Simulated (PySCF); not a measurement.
# Potential energy of SbP⁺ along the bond

Set-up: PySCF, scalar-relativistic core potentials, basis sets Sb cc-pVDZ-PP with ECP28, P cc-pV(D+d)Z. Energies in eV from Sb⁺ + P in their ground configurations at the same level. All curves are PBE0. state 1: ²Π (doublet), unpaired electrons π ↑; state 2: ²Σ⁺ (doublet), unpaired electrons σ ↑, a second solution, started from another occupation; state 3: ⁴Π (quartet), unpaired electrons π ↑↑↑, a second solution, started from another occupation; state 4: Ms = 0.5 determinant of mixed spin (⟨S²⟩ near 1.8), unpaired electrons π ↑↑↓, a mixture of terms (⟨Lz²⟩ = 3.0), a second solution, started from another occupation.

| R (Å) | state 1 | state 2 | state 3 | state 4 |
| --- | --- | --- | --- | --- |
| 1.981 | -1.620 | -1.827 | 1.422 | 1.858 |
| 2.074 | -2.475 | -2.354 | 0.056 | 0.482 |
| 2.166 | -2.931 | -2.543 | -0.868 | -0.451 |
| 2.235 | -3.083 | -2.532 | -1.342 | -0.932 |
| 2.304 | -3.114 | -2.444 | -1.672 | -1.268 |
| 2.373 | -3.057 | -2.323 | -1.887 | -1.488 |
| 2.465 | -2.906 | -2.143 | -2.037 | -1.644 |
| 2.580 | -2.658 | -1.916 | -2.064 | -1.677 |
| 2.719 | -2.317 | -1.665 | -1.941 | -1.560 |
| 2.903 | -1.850 | -1.385 | -1.631 | -1.255 |

Q: Put a parabola through the three lowest points of the state 3 curve and estimate Re, k and ωe (reduced mass 24.66 u; 1 eV/Å² = 0.16022 mdyn/Å; ωe = 1302.8·√(k/μ) cm⁻¹).

A: Through R = 2.465, 2.58, 2.719 Å the second-order coefficient is 4.41 eV/Å², so Re ≈ 2.549 Å, k ≈ 1.41 mdyn/Å and ωe ≈ 312 cm⁻¹. A polynomial fit of higher order to the unrounded PBE0 energies gives Re = 2.543 Å, k = 1.65 mdyn/Å, ωe = 337 cm⁻¹; anharmonicity and rounding make the difference.

The higher-order fit for each curve: state 3: Re = 2.543 Å, ωe = 337 cm⁻¹, minimum 2.07 eV below the ground-state fragments; state 4: Re = 2.548 Å, ωe = 336 cm⁻¹, minimum 1.68 eV below the ground-state fragments. State 1 gave no clean fit. State 2 gave no clean fit.

⟨S²⟩ of the unrestricted solution departs from its pure value on part of the curve, where spin states mix. These are scalar-relativistic numbers at best; spin–orbit coupling would shift them, the dissociation energy most. For an ion De counts to the pair picked by the measured ionisation energies or electron affinities, which need not be the lowest pair at this level. The state is the lowest determinant that a PBE0 search found; another state may lie lower at other levels.
